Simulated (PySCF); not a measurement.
BGe2H7, SMILES [GeH3][BH][GeH3].

Geometry: B3LYP-D3(BJ)/def2-SVP. The structure was generated by enumeration, and PubChem lists no compound with its InChIKey, so it may never have been made.

These are PySCF 2.14.0 with TDDFT-PBE/def2-SVPD values and carry that method's errors.

Vertical excitations. Isolated molecule, no solvent. State labels are in the subgroup C2.

```csv
state,symmetry,energy (eV),λ (nm),f,main pairs
S1,A,3.31,375,0.000,HOMO→LUMO 100 %
S2,B,3.96,313,0.002,HOMO−1→LUMO 98 %
S3,A,4.52,274,0.003,HOMO−2→LUMO 100 %
S4,B,4.88,254,0.117,HOMO−3→LUMO 96 %
S5,B,5.14,241,0.004,HOMO−5→LUMO 97 %
S6,A,5.18,239,0.013,HOMO−4→LUMO 97 %
S7,B,6.38,194,0.086,HOMO→LUMO+1 97 %
S8,A,6.83,182,0.005,HOMO→LUMO+2 96 %
S9,A,7.03,176,0.014,HOMO−1→LUMO+1 97 %
S10,B,7.15,173,0.338,HOMO→LUMO+3 83 %
T1,A,2.62,472,0,HOMO→LUMO 99 %
T2,B,3.36,369,0,HOMO−1→LUMO 97 %
T3,B,4.36,284,0,HOMO−3→LUMO 99 %
T4,A,4.38,283,0,HOMO−2→LUMO 99 %
```
Triplets are in the Tamm–Dancoff approximation, which puts them higher than full response would, so one can lie above its singlet here.
